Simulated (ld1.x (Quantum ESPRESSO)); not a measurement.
How hard is this palladium TM potential?

- Element: Pd
- Generator: ld1.x (Quantum ESPRESSO) 7.5
- Type: norm-conserving Troullier–Martins (Kleinman–Bylander form)
- Functional: LDA (PZ)
- Relativity: scalar-relativistic
- Frozen core: [Kr]
- Valence charge: 10
- Reference configuration: 4d10 5s0 5p0
- Partial waves: 5s (bound, empty): rc 2.55 bohr; 5p (bound, empty): rc 3.25 bohr; 4d (bound): rc 2.05 bohr
- Local potential: all-electron potential smoothed inside 1.65 bohr (lloc = -1)
- Core correction: a·sin(br)/r model core inside 1.60 bohr

The pseudo-atom Hamiltonian at the reference potential is diagonalised in spherical Bessel functions j_l(qr) that vanish at 20 bohr, with q² up to the cutoff. All-electron valence levels (Ry): 5s -0.2660, 5p -0.0264, 4d -0.3169.

Task: How do the lowest levels (Ry) of each channel move with the cutoff, and are there ghosts?

Result:

| cutoff (Ry) | s #1 | s #2 | p #1 | d #1 | d #2 | f #1 | Σ f·Δε (mRy) |
| --- | --- | --- | --- | --- | --- | --- | --- |
| 8 | -1.1271 | -0.2607 | -0.0260 | 0.0671 | 0.1463 | 0.1152 | 3840.2 |
| 12 | -2.7763 | -0.2640 | -0.0260 | 0.0645 | 0.1266 | 0.1152 | 3814.7 |
| 18 | -3.8888 | -0.2658 | -0.0260 | -0.0112 | 0.0750 | 0.1152 | 3057.5 |
| 25 | -4.2000 | -0.2659 | -0.0260 | -0.1633 | 0.0714 | 0.1152 | 1536.1 |
| 40 | -4.3258 | -0.2660 | -0.0260 | -0.3103 | 0.0705 | 0.1152 | 66.5 |
| 50 | -4.3323 | -0.2660 | -0.0260 | -0.3166 | 0.0705 | 0.1152 | 3.4 |
| 60 | -4.3334 | -0.2660 | -0.0260 | -0.3168 | 0.0705 | 0.1152 | 1.0 |
| 80 | -4.3335 | -0.2660 | -0.0260 | -0.3169 | 0.0705 | 0.1152 | 0.6 |
| 400 | -4.3335 | -0.2660 | -0.0260 | -0.3169 | 0.0705 | 0.1152 | 0.0 |

Result: ghost state, extra bound levels that the all-electron valence spectrum of the same l lacks: s at -59.0 eV (a true bound ghost makes a file unfit for plane-wave use); 10 mRy is reached at 50 Ry and 1 mRy at 60 Ry.

Its largest configuration-test error is -1170 meV.
